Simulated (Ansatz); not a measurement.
Ansatz (a quantum-chemistry and plane-wave program) input (HF/cc-pV(Q+d)Z):
A basis named .json is the Basis Set Exchange file of that set.

Ansatz 0.2 input:
```yaml
crystal:
  periodic: [false, false, false]
  atoms:
    - {symbol: O, position_ang: [1.28596004, -0.09783651, -0.16363016]}
    - {symbol: S, position_ang: [-0.17656246, 0.01343296, 0.02246644]}
    - {symbol: F, position_ang: [-0.28649143, 1.89015734, -0.05178868]}
    - {symbol: F, position_ang: [-0.54269534, -1.82707238, 0.15729737]}
basis:
  gaussian:
    orbitals: cc-pV_Q+d_Z.json
hamiltonian:
  xc: hf
total_charge: -1
magnetization: {spin_polarized: true, initial_magnetization: 1}
```

End of the output:

```
integrals: 0.12 GiB planned
1143 factors; their error is unknown
mean field: 1.04 GiB planned
mean field evaluation 1: about -18266.6087 eV, gradient 2.6e1 eV
mean field evaluation 2: about -18268.6508 eV, gradient 1.7e1 eV
mean field evaluation 4: about -18269.6286 eV, gradient 1.4e0 eV
mean field evaluation 8: about -18269.6616 eV, gradient 2.4e-1 eV
mean field evaluation 16: about -18269.7059 eV, gradient 5.1e-5 eV
mean field -18269.70590509 eV, -671.3993083605 hartree, gradient 5.1e-5 eV, S^2 0.785744; 0 other end points of the search recorded, 0 dependent functions left out
reference -18269.70590509 eV, -671.3993083605 hartree; 22, 21 occupied and 207, 208 virtual orbitals, 1143 factors
Total energy: -18269.70590509 eV, -671.3993083605 hartree
```
